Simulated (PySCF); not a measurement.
C4H4N2O, SMILES O=Cc1cnc[nH]1, point group Cs.

Level: PBE0/pcSseg-1 in PySCF (density fitting, grid level 2); geometry and Hessian at that level, cubic constants and property derivatives from steps of ±0.6 along each species' dimensionless normal coordinates, second-order vibrational perturbation theory. The parent has the commonest isotopes.

Equilibrium geometry (Å):

| atom | x | y | z |
| --- | --- | --- | --- |
| O1 | 2.1977 | -1.4444 | -0.1487 |
| C2 | 1.8283 | -0.2937 | -0.0379 |
| C3 | 0.4335 | 0.0860 | -0.0013 |
| C4 | -0.2256 | 1.2947 | 0.1151 |
| N5 | -1.5689 | 1.1126 | 0.0977 |
| C6 | -1.7388 | -0.1890 | -0.0276 |
| N7 | -0.5677 | -0.8485 | -0.0912 |
| H8 | 2.5494 | 0.5460 | 0.0429 |
| H9 | 0.2132 | 2.2814 | 0.2101 |
| H10 | -2.6968 | -0.6926 | -0.0761 |
| H11 | -0.4025 | -1.8418 | -0.1868 |

(1) Give the equilibrium and ground-state rotational constants (MHz) of parent; ¹³C at 6.

(2) How is the parent's vibrational correction B0 − Be made up?

(3) And its quartic centrifugal distortion constants from the harmonic force field?

A mode lies under 250 cm⁻¹, where this perturbation treatment is rough. Internal rotors are held in one well.

Results:

(1) 
| species | Ae | Be | Ce | A0 | B0 | C0 | Δ0 (u Å²) | harmonic ZPE (cm⁻¹) |
| --- | --- | --- | --- | --- | --- | --- | --- | --- |
| parent | 8428.3 | 2097.9 | 1679.8 | 8367.9 | 2085.6 | 1669.5 | 0.009 | 17954 |
| ¹³C at 6 | 8327.3 | 2075.5 | 1661.4 | 8268.5 | 2063.4 | 1651.2 | 0.010 | 17904 |

Δ0 = Ic − Ia − Ib from the ground-state constants.

(2) 
```json
{"axis": "a", "harmonic": "8.56", "Coriolis": "-14.7", "cubic": "-54.3", "total (MHz)": "-60.4"}
{"axis": "b", "harmonic": "1.55", "Coriolis": "-0.915", "cubic": "-12.8", "total (MHz)": "-12.2"}
{"axis": "c", "harmonic": "0.495", "Coriolis": "-0.385", "cubic": "-10.4", "total (MHz)": "-10.3"}
```

(3) Asymmetric top, A reduction, Ir representation: ΔJ = 0.169 kHz, ΔJK = 0.642 kHz, ΔK = 1.44 kHz, δJ = 0.0387 kHz, δK = 0.869 kHz.
